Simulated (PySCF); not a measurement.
# Correlation energy of Si (silicon, neutral)

[Ne] 3s2 3p2, high-spin 3P determinant. Computed with PySCF 2.14 in cc-pV(T+d)Z, with no relativity, point nucleus. Frozen: [Ne]; 4 electrons correlated.

MP2 pair energies summed by pair of shells (mhartree):

| pair | energy | share (%) |
| --- | --- | --- |
| 3s-3p | -34.12 | 60.8 |
| 3s-3s | -16.29 | 29.0 |
| 3p-3p | -5.72 | 10.2 |

Total MP2 correlation energy: -56.13 mhartree.

Same-spin part -9.77 and opposite-spin part -46.36 mhartree; SCS-MP2 scales them by 1/3 and 6/5 to -58.89 mhartree.

```
  level  correlation energy (mhartree)
   CCSD                         -74.47
    (T)                          -2.48
CCSD(T)                         -76.95
```

Diagnostics: T1 = 0.012, D1 = 0.0301, largest double amplitude 0.100.

Cost of the coupled-cluster step: 0.49 s of wall time on 1 thread of Neoverse-V1 (shared host), for 4 correlated electrons.

Iterations:

```
CC2 = 0
CCSD nocc = (np.int64(3), np.int64(1)), nmo = (34, 34)
frozen orbitals [[0, 1, 2, 3, 4], [0, 1, 2, 3, 4]]
max_cycle = 100
direct = 0
conv_tol = 1e-08
conv_tol_normt = 1e-06
diis_space = 8
diis_start_cycle = 0
Init t2, MP2 energy = -0.0561267393926848
Init E_corr(UCCSD) = -0.0561267393929963
cycle = 1  E_corr(UCCSD) = -0.0686051764104017  dE = -0.012478437  norm(t1,t2) = 0.0552595
cycle = 2  E_corr(UCCSD) = -0.0721493708376322  dE = -0.00354419443  norm(t1,t2) = 0.0219978
cycle = 3  E_corr(UCCSD) = -0.0744409220037904  dE = -0.00229155117  norm(t1,t2) = 0.0106193
cycle = 4  E_corr(UCCSD) = -0.0744517907349384  dE = -1.08687311e-05  norm(t1,t2) = 0.00219626
cycle = 5  E_corr(UCCSD) = -0.0744700818546099  dE = -1.82911197e-05  norm(t1,t2) = 0.000349399
cycle = 6  E_corr(UCCSD) = -0.0744643434067258  dE = 5.73844788e-06  norm(t1,t2) = 8.59328e-05
cycle = 7  E_corr(UCCSD) = -0.0744675146051487  dE = -3.17119842e-06  norm(t1,t2) = 1.4746e-05
cycle = 8  E_corr(UCCSD) = -0.0744667694363648  dE = 7.45168784e-07  norm(t1,t2) = 3.4949e-06
cycle = 9  E_corr(UCCSD) = -0.0744667526639109  dE = 1.6772454e-08  norm(t1,t2) = 6.59593e-07
cycle = 10  E_corr(UCCSD) = -0.0744667761655151  dE = -2.35016042e-08  norm(t1,t2) = 1.9411e-07
cycle = 11  E_corr(UCCSD) = -0.0744667774868832  dE = -1.3213681e-09  norm(t1,t2) = 3.80231e-08
UCCSD converged
E(UCCSD) = -288.93095791787  E_corr = -0.07446677748688321
UCCSD(T) correction = -0.00247938171980381
```
